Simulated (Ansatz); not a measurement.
```yaml
crystal:
  periodic: [false, false, false]
  atoms:
    - {symbol: Tb, position_ang: [0.044702, 0.011348, 0.033965]}
    - {symbol: N, position_ang: [0.032655, 0.000866, 2.554218]}
    - {symbol: H, position_ang: [0.800726, 0.441125, 2.917618]}
    - {symbol: H, position_ang: [-0.068683, -0.884779, 2.957840]}
    - {symbol: H, position_ang: [-0.765815, 0.558661, 2.931477]}
    - {symbol: N, position_ang: [-0.010716, 0.008614, -2.482728]}
    - {symbol: H, position_ang: [-0.872081, -0.436843, -2.960725]}
    - {symbol: H, position_ang: [0.745984, -0.508969, -2.901127]}
    - {symbol: H, position_ang: [-0.002155, 0.903560, -2.948984]}
    - {symbol: N, position_ang: [2.487652, -0.040999, 0.003908]}
    - {symbol: H, position_ang: [3.010443, 0.899030, -0.000587]}
    - {symbol: H, position_ang: [2.966542, -0.555883, -0.786412]}
    - {symbol: H, position_ang: [2.936442, -0.492884, 0.851502]}
    - {symbol: N, position_ang: [-2.463441, -0.019544, -0.047501]}
    - {symbol: H, position_ang: [-2.932684, 0.531191, -0.752802]}
    - {symbol: H, position_ang: [-2.950381, 0.407985, 0.838202]}
    - {symbol: H, position_ang: [-2.955849, -0.907494, -0.138993]}
    - {symbol: N, position_ang: [0.017228, 2.529851, 0.012289]}
    - {symbol: H, position_ang: [0.287664, 2.955018, 0.898348]}
    - {symbol: H, position_ang: [-0.891930, 2.850534, -0.182402]}
    - {symbol: H, position_ang: [0.649017, 2.909594, -0.745342]}
    - {symbol: N, position_ang: [-0.050338, -2.553455, 0.030201]}
    - {symbol: H, position_ang: [-0.157627, -2.973637, -0.841209]}
    - {symbol: H, position_ang: [-0.640554, -2.890667, 0.687623]}
    - {symbol: H, position_ang: [0.893679, -2.953062, 0.281559]}
basis:
  gaussian: {orbitals: def2-SVP}
total_charge: 3
magnetization: {spin_polarized: true, initial_magnetization: 6}
hamiltonian: {xc: {name: rPW86-PBE}}
output: {forces: true}
```

```sh
$ ansatz run in.yaml --threads 4 --pin off --events-out ev --progress --plain --max-ram 6963MiB
```

Output, abridged:

```
Functional definition: rPW86-PBE
basis functions trapped inside cores are left out: 1
2793 factors; their error is unknown
mean field evaluation 1: about -31325.2511 eV, gradient 4.5e2 eV
mean field evaluation 2: about -28285.9910 eV, gradient 1.0e3 eV
mean field evaluation 4: about -29855.9387 eV, gradient 5.9e2 eV
mean field evaluation 8: about -31505.6627 eV, gradient 1.9e2 eV
mean field evaluation 16: about -31646.6260 eV, gradient 6.6e-3 eV
mean field evaluation 32: about -31646.6260 eV, gradient 1.8e-5 eV
mean field evaluation 64: about -31646.6219 eV, gradient 9.1e-2 eV
mean field evaluation 96: about -31646.5938 eV, gradient 4.1e-2 eV
mean field evaluation 128: about -31646.5139 eV, gradient 1.7e0 eV
mean field -31646.62603963 eV, -1162.9920561029 hartree, gradient 1.9e-7 eV, S^2 12.006173; 10 other end points of the search recorded, 0 dependent functions left out
reference -31646.62629708 eV, -1162.9920655641 hartree; 50, 44 occupied and 201, 207 virtual orbitals, 2793 factors
Total energy: -31646.62629708 eV, -1162.9920655641 hartree
Atom 0 at     0.044702     0.011348     0.033965 Å, force    -0.404563    -0.224180    -0.180347 eV/Å
Atom 1 at     0.032655     0.000866     2.554218 Å, force    -3.440882     1.116125    -2.774767 eV/Å
Atom 2 at     0.800726     0.441125     2.917618 Å, force     3.277837     1.488067     1.724624 eV/Å
Atom 3 at    -0.068683    -0.884779     2.957840 Å, force    -0.039810    -2.309866     1.296411 eV/Å
Atom 4 at    -0.765815     0.558661     2.931477 Å, force     0.195115    -0.263636    -0.050963 eV/Å
Atom 5 at    -0.010716     0.008614    -2.482728 Å, force    -2.282466    -1.060832     0.096395 eV/Å
Atom 6 at    -0.872081    -0.436843    -2.960725 Å, force     1.087292     0.442629     0.828273 eV/Å
Atom 7 at     0.745984    -0.508969    -2.901127 Å, force     0.995685    -0.519669    -0.567654 eV/Å
Atom 8 at    -0.002155     0.903560    -2.948984 Å, force     0.255711     1.119163    -0.469501 eV/Å
Atom 9 at     2.487652    -0.040999     0.003908 Å, force     1.965784     0.411740     0.221406 eV/Å
Atom 10 at     3.010443     0.899030    -0.000587 Å, force    -0.711029    -1.011358    -0.107483 eV/Å
Atom 11 at     2.966542    -0.555883    -0.786412 Å, force    -0.371001     0.352986     0.471534 eV/Å
Atom 12 at     2.936442    -0.492884     0.851502 Å, force    -0.395848     0.220169    -0.575144 eV/Å
Atom 13 at    -2.463441    -0.019544    -0.047501 Å, force    -0.620795     1.008257     2.419326 eV/Å
Atom 14 at    -2.932684     0.531191    -0.752802 Å, force    -0.290095     0.697097    -1.055704 eV/Å
Atom 15 at    -2.950381     0.407985     0.838202 Å, force     0.929344    -0.851571    -1.332589 eV/Å
Atom 16 at    -2.955849    -0.907494    -0.138993 Å, force    -0.177933    -0.812889     0.021047 eV/Å
Atom 17 at     0.017228     2.529851     0.012289 Å, force     2.341068    -1.400100    -0.618570 eV/Å
Atom 18 at     0.287664     2.955018     0.898348 Å, force     0.281527     0.506797     0.356784 eV/Å
Atom 19 at    -0.891930     2.850534    -0.182402 Å, force    -2.088611     1.048010    -0.530831 eV/Å
Atom 20 at     0.649017     2.909594    -0.745342 Å, force    -0.553569     0.007878     0.788400 eV/Å
Atom 21 at    -0.050338    -2.553455     0.030201 Å, force     4.881274     3.108584    -0.487626 eV/Å
Atom 22 at    -0.157627    -2.973637    -0.841209 Å, force    -1.128352    -1.359294    -2.500608 eV/Å
Atom 23 at    -0.640554    -2.890667     0.687623 Å, force    -3.110248    -2.040561     2.822779 eV/Å
Atom 24 at     0.893679    -2.953062     0.281559 Å, force    -0.595436     0.326452     0.204808 eV/Å
Dipole moment:     0.034217     0.034365    -0.026829 e Å
```

Run time 5 min (4 threads of Arm Neoverse V1 on a shared host), peak host memory 1.8 GiB.

In the def2 sets Tb takes a core potential; there is no spin–orbit coupling. With an open 4f shell the SCF may have ended on a state above the lowest.

The dipole of an ion depends on the origin.
